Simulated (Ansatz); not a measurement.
The cluster Ge₆H₈⁺. Total charge 1; doublet. Geometry PBE0-D4/def2-SVP, that of the neutral singlet; atoms count from 1.

```csv
atom,x (Å),y (Å),z (Å)
Ge1,-1.704,-1.683,-0.970
Ge2,1.622,1.601,0.846
Ge3,-0.500,1.147,-0.291
Ge4,2.798,-0.260,-0.324
Ge5,0.620,-1.131,0.112
Ge6,-2.804,0.504,-0.311
H7,-0.125,1.244,-1.798
H8,3.087,0.090,-1.791
H9,-1.955,-2.054,0.568
H10,0.599,-1.526,1.609
H11,1.425,1.034,2.295
H12,-3.557,1.340,-1.365
H13,4.009,-0.903,0.369
H14,-3.513,0.595,1.051
```

The structure comes from a short search, and lower isomers may exist.

Q: Estimate the Mulliken populations from the PBE0/def2-TZVP orbitals of Ansatz.

A: 
```
atom  charge (e)  spin (α − β)
 Ge1        0.13          0.40
 Ge2        0.11          0.34
 Ge3       -0.06         -0.05
 Ge4        0.07          0.08
 Ge5       -0.13          0.03
 Ge6        0.06          0.18
  H7        0.11          0.00
  H8        0.10          0.00
  H9        0.09          0.00
 H10        0.12          0.01
 H11        0.11          0.00
 H12        0.10          0.00
 H13        0.11          0.00
 H14        0.10          0.02
```
Mulliken values depend strongly on the basis.

Q: Where does the spin sit?

A: Summed by element: Ge 0.98, H 0.02, of 1 unpaired in all. Largest on single atoms: Ge1 0.40, Ge2 0.34, Ge6 0.18.

Q: And the Mayer bond orders between heavy atoms (over 0.3)?

A: Ge1–Ge5 0.71 (2.62 Å); Ge1–Ge6 0.74 (2.54 Å); Ge2–Ge3 0.81 (2.45 Å); Ge2–Ge4 0.75 (2.49 Å); Ge2–Ge5 0.34 (3.00 Å); Ge3–Ge5 0.61 (2.57 Å); Ge3–Ge6 0.82 (2.39 Å); Ge4–Ge5 0.85 (2.39 Å).
